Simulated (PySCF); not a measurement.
Shieldings and the share of exact exchange

Molecule: `[SiH3][SiH2][SiH2]BCl`, BClH₈Si₃.

Molfile (atoms numbered from 1):
```
BClH8Si3
     RDKit          3D

 13 12  0  0  0  0  0  0  0  0999 V2000
   -2.0984    0.7064    0.0430 Si  0  0  0  0  0  4  0  0  0  0  0  0
   -0.6143   -1.0571    0.5297 Si  0  0  0  0  0  4  0  0  0  0  0  0
    1.3197   -0.7562   -0.7848 Si  0  0  0  0  0  4  0  0  0  0  0  0
    2.2897    0.7089    0.1896 B   0  0  0  0  0  0  0  0  0  0  0  0
    1.6617    2.3407    0.1234 Cl  0  0  0  0  0  0  0  0  0  0  0  0
   -3.2833    0.1737   -0.6978 H   0  0  0  0  0  0  0  0  0  0  0  0
   -2.5723    1.3660    1.2983 H   0  0  0  0  0  0  0  0  0  0  0  0
   -1.4226    1.7278   -0.8124 H   0  0  0  0  0  0  0  0  0  0  0  0
   -1.2619   -2.3776    0.2514 H   0  0  0  0  0  0  0  0  0  0  0  0
   -0.2325   -1.0224    1.9777 H   0  0  0  0  0  0  0  0  0  0  0  0
    2.1083   -2.0229   -0.8868 H   0  0  0  0  0  0  0  0  0  0  0  0
    0.8718   -0.3308   -2.1491 H   0  0  0  0  0  0  0  0  0  0  0  0
    3.2411    0.5338    0.9123 H   0  0  0  0  0  0  0  0  0  0  0  0
  1  2  1  0
  2  3  1  0
  3  4  1  0
  4  5  1  0
  1  6  1  0
  1  7  1  0
  1  8  1  0
  2  9  1  0
  2 10  1  0
  3 11  1  0
  3 12  1  0
  4 13  1  0
M  END
```

GIAO shieldings (ppm, equivalent atoms averaged) in PySCF on the PBE0-D3(BJ)/def2-SVP geometry, basis pcSseg-1, gas phase, non-relativistic:

```tsv
functional	exact exchange (%)	σ(Si3)	σ(Si1)	σ(B4)	σ(Cl5)
BLYP	0	423.2	431.2	-6.9	458.8
BP86	0	435.2	442.0	-2.4	461.7
PBE	0	437.1	444.6	-4.2	453.3
B3LYP	20	435.5	442.2	-2.7	506.8
mPW1PW91	25	449.1	453.9	2.1	520.7
BHandHLYP	50	452.8	457.9	4.6	573.5
HF	100	483.0	485.6	21.0	671.6
```

(1) Fit each shielding as a line in the percentage of exact exchange.

(2) What does the line predict for PBE0 (25 %), and what does the run give?

Answers

(1) σ(Si3) = 431.1 + 0.50 x (rms 5.2 ppm); σ(Si1) = 438.4 + 0.46 x (rms 4.8 ppm); σ(B4) = -5.3 + 0.25 x (rms 2.0 ppm); σ(Cl5) = 461.0 + 2.15 x (rms 4.7 ppm). The functionals also differ in their semilocal parts, which the line can't hold; Hartree–Fock has no correlation at all.

(2) σ(Si3): 443.6 predicted, 451.7 computed; σ(Si1): 449.9 predicted, 457.2 computed; σ(B4): 1.0 predicted, 1.4 computed; σ(Cl5): 514.8 predicted, 516.1 computed ppm.
